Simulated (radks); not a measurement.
The numbers below are computed, except where a source is named.
Effect of the nuclear size on the tungsten ion W3+, [Xe] 4f14 5d3. Code: a radial shooting solver on a logarithmic mesh with Libxc functionals. Model: Dirac Kohn-Sham, PBE, spin-unpolarised, spherical densities, finite nucleus; open shells fill j = l - 1/2 first; Fermi nuclear charge, rms radius 5.3658 fm. The rms radius is varied about that value; shifts are against it.

rms radius (fm)  total energy shift (eV)  density at nucleus (e/bohr^3)  1s1/2 shift (meV)  2s1/2 shift (meV)  5s1/2 shift (meV)  5p1/2 shift (meV)  5d3/2 shift (meV)  6s1/2 (empty) shift (meV)  6p1/2 (empty) shift (meV)
4.5985                             -15.8                      1.503e+06              -6400               -902              -8.63              0.055              0.182                      -1.39                     -0.031
5.0278                             -7.15                      1.457e+06              -2900               -409              -3.91              0.025              0.082                     -0.630                     -0.014
5.3658                                 0                      1.424e+06              0.000              0.000              0.000              0.000              0.000                      0.000                      0.000
5.8809                              11.5                       1.38e+06               4650                656               6.27             -0.039             -0.132                       1.01                      0.022
6.6536                              30.0                      1.322e+06              12100               1710               16.4             -0.101             -0.346                       2.64                      0.059

Slopes of the eigenvalues against <r^2> in GHz/fm^2, as finite differences over the two radii next to the reference (eigenvalue slopes, not the field-shift constants of lines): 1s1/2 196000, 2s1/2 27600, 5s1/2 264, 5p1/2 -1.66, 5d3/2 -5.58, 6s1/2 (empty) 42.6, 6p1/2 (empty) 0.943.
